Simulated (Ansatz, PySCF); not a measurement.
Si(NHSiH3)2(Cl)2 (Cl2H8N2Si3), SMILES [SiH3]N[Si](Cl)(N[SiH3])Cl. Atoms are numbered in the order given.

```xyz
15

Si    -2.3082    -0.7998     1.2970
N     -0.9168     0.2352     0.9855
Si     0.0828     0.3290    -0.4032
Cl    -0.5356    -1.2364    -1.6207
Cl    -0.1455     2.0704    -1.5050
N      1.7197     0.2230     0.0802
Si     2.2746    -0.5661     1.5490
H     -1.9203    -2.2356     1.3275
H     -2.8158    -0.3933     2.6380
H     -3.3854    -0.6145     0.2860
H     -0.7478     0.9519     1.6896
H      2.4283     0.6012    -0.5433
H      1.6598    -1.9138     1.6959
H      3.7551    -0.6902     1.4403
H      1.9470     0.2286     2.7691
```

The structure is a stationary point at B3LYP-D3(BJ)/def2-SVP. Other conformers were not sampled.

Two levels are set side by side: PBE-D3(BJ)/def2-SVP (Ansatz, a first-principles code) and B3LYP-D3(BJ)/def2-SVP (Ansatz). Each level has its own optimised geometry; the coordinates shown are those of the second. Frequencies come from the Hessian of PySCF at each geometry. Differences are taken from unrounded values.

| quantity | B3LYP-D3(BJ) | PBE-D3(BJ) | PBE-D3(BJ) minus B3LYP-D3(BJ) |
|---|---|---|---|
| mean bond length (Å) | 1.576 | 1.587 | 0.010 |
| bond Si1–N2 (Å) | 1.762 | 1.772 | 0.010 |
| bond N2–Si3 (Å) | 1.714 | 1.724 | 0.010 |
| bond Si3–Cl4 (Å) | 2.077 | 2.083 | 0.006 |
| bond Si3–Cl5 (Å) | 2.073 | 2.079 | 0.005 |
| bond Si3–N6 (Å) | 1.710 | 1.720 | 0.010 |
| bond N6–Si7 (Å) | 1.757 | 1.767 | 0.009 |
| bond Si1–H8 (Å) | 1.488 | 1.501 | 0.014 |
| bond Si1–H9 (Å) | 1.490 | 1.504 | 0.013 |
| bond Si1–H10 (Å) | 1.489 | 1.503 | 0.014 |
| bond N2–H11 (Å) | 1.019 | 1.026 | 0.007 |
| bond N6–H12 (Å) | 1.017 | 1.024 | 0.007 |
| bond Si7–H13 (Å) | 1.489 | 1.502 | 0.014 |
| bond Si7–H14 (Å) | 1.490 | 1.503 | 0.013 |
| bond Si7–H15 (Å) | 1.492 | 1.506 | 0.014 |
| highest harmonic wavenumber (cm⁻¹) | 3597 | 3529 | -69 |
| mean harmonic wavenumber (cm⁻¹) | 990 | 959 | -31 |
| zero-point energy (kcal/mol) | 55.17 | 53.45 | -1.72 |

Exact exchange shortens and stiffens bonds; PBE has none. Differences between two approximate levels are no errors against the true value.
